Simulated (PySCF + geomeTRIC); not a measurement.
Species: C$_{3}$HN, SMILES `C#CC#N` (charge 0, multiplicity 1).

### Question
Give a relaxed geometry from B3LYP-D3(BJ)/def2-TZVP in PySCF + geomeTRIC.

### Answer
the end point of this relaxation (outside a Z-matrix the atoms follow the SMILES, hydrogens last).
Bond lengths (Å): C1–C2 1.201, C1–H5 1.063, C2–C3 1.369, C3–N4 1.155. Bond angles (°): C2–C1–H5 180.0, C1–C2–C3 180.0, C2–C3–N4 180.0.
